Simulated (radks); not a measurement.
The numbers below are computed, except where a source is named.
Problem. These are the eigenvalues of the occupied orbitals of an atom or ion with whole-number occupations (eV). Level of theory: Dirac Kohn-Sham, BLYP, spin-unpolarised, spherical densities, finite nucleus; Fermi nuclear charge, rms radius of each element as measured or else 0.836 A^(1/3) + 0.57 fm (a radial shooting solver on a logarithmic mesh with Libxc functionals).

| orbital | eigenvalue |
|---|---|
| 1s1/2 | -6430.290 |
| 2s1/2 | -743.6649 |
| 2p1/2 | -637.1146 |
| 2p3/2 | -626.6733 |
| 3s1/2 | -85.5238 |
| 3p1/2 | -55.1834 |
| 3p3/2 | -53.9067 |
| 3d3/2 | -6.7015 |
| 3d5/2 | -6.5835 |
| 4s1/2 | -5.0188 |

Which element is it, and in what charge state? The configuration may be excited.

Solution. Z = 25, manganese, charge 0: Mn in [Ar] 3d(3/2: 4, 5/2: 1) 4s2. The list shows which subshells hold electrons but not how many an open one holds; the 1s level, -236.31 hartree, gives Z - s = 21.7 by -(Z - s)^2/2, which with screening and relativity narrows Z to a few neighbours, and the depths of the outer levels then fix element, charge and occupations together.
